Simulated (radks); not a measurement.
Values are calculated unless marked as measured or tabulated.
Dispersion coefficients C6 (hartree bohr^6) between ground-configuration atoms and ions, from the Casimir-Polder integral (3/pi) of alpha_A(iw) alpha_B(iw). Code: a radial shooting solver on a logarithmic mesh with Libxc functionals. Model: non-relativistic Kohn-Sham, exchange-only LDA, spin-polarised, spherical densities, point nucleus; open shells are filled with parallel spins first (spin-orbit coupling, left out, can overturn this in heavy ions). Response by self-consistent Sternheimer equations with the Hartree and adiabatic exchange-only LDA kernel. For heavy and open-shell atoms this level of theory can miss by tens of per cent.

C6,Tc,Xe2+,Se+,Ar+,He,Ge2+
Tc,1254,,,,,
Xe2+,289.7,98.45,,,,
Se+,299.6,95.58,94.20,,,
Ar+,163.3,57.33,55.33,33.54,,
He,39.66,14.07,13.53,8.242,2.027,
Ge2+,203.3,63.15,62.38,36.42,8.909,41.50

Static polarisabilities (bohr^3): Tc ([Kr] 4d5 5s2) 108.9, Xe2+ ([Kr] 4d10 5s2 5p4) 13.55, Se+ ([Ar] 3d10 4s2 4p3) 15.00, Ar+ ([Ne] 3s2 3p5) 7.335, He ([He]) 1.765, Ge2+ ([Ar] 3d10 4s2) 10.61. The combination rule 2 Ca Cb / ((alpha_b/alpha_a) Ca + (alpha_a/alpha_b) Cb) gives 57.30 for Ar+-Xe2+, against 57.33 from the integral.
